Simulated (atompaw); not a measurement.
## What one change does to a pseudopotential (P (Z = 15), PAW (atompaw))

* Element: phosphorus
* Generator: atompaw 4.2.0.5
* Type: PAW
* Functional: PBEsol
* Relativity: non-relativistic
* Frozen core: [Ne]
* Valence charge: 5
* Reference configuration: 3s2 3p3
* Partial waves: 3s (bound): rc 2.15 bohr; 3s channel at 0.3 Ry: rc 1.60 bohr; 3p (bound): rc 2.15 bohr; 3p channel at 1.55 Ry: rc 2.15 bohr; 3d channel at 0.3 Ry: rc 2.15 bohr; 3d channel at 1.65 Ry: rc 2.15 bohr
* Local potential: troulliermartins scheme with l = 3 at 0.5 Ry, radius 1.50 bohr
* Core correction: smooth core density matched at 1.70 bohr
* Augmentation charge: sinc compensation charge, radius 1.75 bohr; PAW radius 2.15 bohr; waves and projectors: custom rrkj gramschmidtortho

Change: all radii scaled by about 1.14 (s 2.46, p 2.46, d 2.46 bohr); local potential troulliermartins scheme with l = 3 at 0.5 Ry, radius 1.72 bohr; augmentation sinc compensation charge, radius 2.00 bohr; PAW radius 2.46 bohr; waves and projectors: custom rrkj gramschmidtortho; core correction smooth core density matched at 1.96 bohr.

Cutoffs: the cutoffs (Ry, on a coarse ladder) from which the occupation-weighted sum of valence levels, in a spherical-Bessel basis at the reference potential, stays within 10 and 1 mRy of its value at 400 Ry; they do not see the model core or the augmentation charge, which bear on the density cutoff.

Problem. What does the change do?

Solution. The potential gets softer (12 Ry and 15 Ry → 10 Ry and 12 Ry); neither file shows a bound ghost. A larger radius leaves more room for a smooth pseudo-wave, so fewer plane waves are needed.

```csv
quantity,base,changed
"cutoff, loose",12 Ry,10 Ry
"cutoff, tight",15 Ry,12 Ry
loose cutoff by channel (10 mRy a level),"s 6 Ry, p 10 Ry","s 6 Ry, p 8 Ry"
bound ghosts,none,none
lowest overlap eigenvalue by channel,"s 0.49, p 0.68, d 0.96","s 0.62, p 0.23, d 0.93"
```

 The cutoffs see the waves, projectors and local potential, not the compensation charge or the core.
